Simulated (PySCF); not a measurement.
# Which enantiomer?

Computed with TDDFT PBE0/def2-SVPD circular dichroism and optical rotation, one conformer, gas phase (PySCF 2.14.0). Geometry: GFN2-xTB.

States above about 6.8 eV lie in this functional's continuum (it starts at minus the energy of the highest occupied orbital, well below the true ionisation energy for most functionals) and depend on the basis.

Values for one enantiomer of C$_{6}$H$_{8}$OS, R in 10⁻⁴⁰ esu² cm² (velocity form):
```
λ (nm)      f      R
   252  0.043  -25.1
   228  0.003   +2.9
   209  0.039  -18.5
   205  0.030   -1.5
   202  0.026  +60.4
   197  0.018   +4.8
   190  0.017  +10.9
   189  0.025  +18.1
   183  0.013  -15.2
   181  0.045  +69.5
   174  0.005   +6.9
   174  0.047  -17.2
```

[α] at 589.3 nm: +181 deg dm⁻¹ (g/mL)⁻¹ (origin-invariant length gauge).

(1) Which structure gives these signs?
A. C#C[C@@H]1[C@H](C)C[S@]1=O
B. C#C[C@H]1[C@@H](C)C[S@@]1=O

Answers

(1) B. Its CIP labels in SMILES order are R, S, S; the other enantiomer gives every sign reversed.

Geometry of C#C[C@H]1[C@@H](C)C[S@@]1=O as run:
```xyz
16

C     1.490    2.410   -0.634
C     1.237    1.373   -0.088
C     0.930    0.119    0.520
C    -0.534   -0.185    0.886
C    -1.513    0.555   -0.013
C    -0.468   -1.671    0.542
S     0.965   -1.397   -0.621
O     2.071   -2.264   -0.237
H     1.721    3.324   -1.093
H     1.618   -0.106    1.337
H    -0.768    0.024    1.935
H    -1.282    0.367   -1.060
H    -1.456    1.627    0.162
H    -2.530    0.225    0.187
H    -1.352   -2.092    0.072
H    -0.135   -2.300    1.363
```
